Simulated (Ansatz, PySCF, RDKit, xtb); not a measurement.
Noncovalent pair: C2H4 (SMILES C=C) (first 6 atoms) with H4OSi (SMILES O[SiH3]); geometry from B3LYP-D3(BJ)/def2-TZVP.
(charge 0, multiplicity 1):
```xyz
12

C      0.636     0.577     0.249
C     -0.040    -0.560     0.147
H      0.164     1.491     0.590
H      1.686     0.641    -0.009
H      0.429    -1.473    -0.198
H     -1.092    -0.622     0.401
O      0.674    -0.503     3.401
Si    -0.641     0.235     4.066
H      0.750    -0.463     2.439
H     -0.672     1.689     3.761
H     -0.540     0.036     5.526
H     -1.913    -0.352     3.570
```

Interaction energies are E(AB) − E(A) − E(B) at the monomers' geometry in the complex; basis-set methods are counterpoise corrected. Rows marked so take none.

Rows in 6-311+G** carry no dispersion term and start afresh at each structure.

Programs: Ansatz (a program for electronic structure) with Gaussian orbitals; PySCF for 6-311+G** rows, the dispersion terms; RDKit for the force fields; xtb for the GFN methods. 

Problem. One of these levels gives -2.4 kJ/mol for the interaction energy. Which?
(A) GFN-FF
(B) BLYP-D3(BJ)/def2-TZVPPD
(C) MMFF94
(D) B3LYP/6-311+G** (no counterpoise)

Solution. C, MMFF94. The others give -10.7 (GFN-FF), -16.9 (BLYP-D3(BJ)/def2-TZVPPD), -8.6 (B3LYP/6-311+G** (no counterpoise))
